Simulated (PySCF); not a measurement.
Isomers of C9H6N2, from PBE0-D3(BJ)/def2-SVP geometry optimisation, gas phase in PySCF. One conformer each, no zero-point energy, no frequencies.

Question: Which isomer lies lower at this level?
A. `[N:1]#[C:2][CH2:3][C:4]1=[CH:5][C@H:6]2[C@@H:7]3[C@H:8]2[C@:9]13[C:10]#[N:11]` with C2–C3–C4–C5 0°: A = 1884, B = 900.5, C = 637.8 MHz, dipole 4.22 D
B. `N#CC1=CN2C=CC=CC2=C1`: A = 3935, B = 701.4, C = 595.3 MHz, dipole 5.95 D

Answer: B. That is `N#Cc1cc2ccccn2c1`, 80.1 kcal/mol below the other.

| SMILES | mapped SMILES | E (Eh) | relative (kcal/mol) | relative (kJ/mol) | dipole (D) |
| --- | --- | --- | --- | --- | --- |
| N#Cc1cc2ccccn2c1 | [N:1]#[C:2][c:3]1[cH:4][c:5]2[cH:6][cH:7][cH:8][cH:9][n:10]2[cH:11]1 | -455.20725 | 0.0 | 0.0 | 5.95 |
| N#CCC1=C[C@H]2[C@@H]3[C@H]2[C@]13C#N | [N:1]#[C:2][CH2:3][C:4]1=[CH:5][C@H:6]2[C@@H:7]3[C@H:8]2[C@:9]13[C:10]#[N:11] | -455.07952 | 80.1 | 335.3 | 4.22 |

As drawn, the lower has an aromatic ring, which the higher lacks; the higher has a three-membered ring, a C=C bond outside aromatic rings and a quaternary carbon, which the lower lacks.
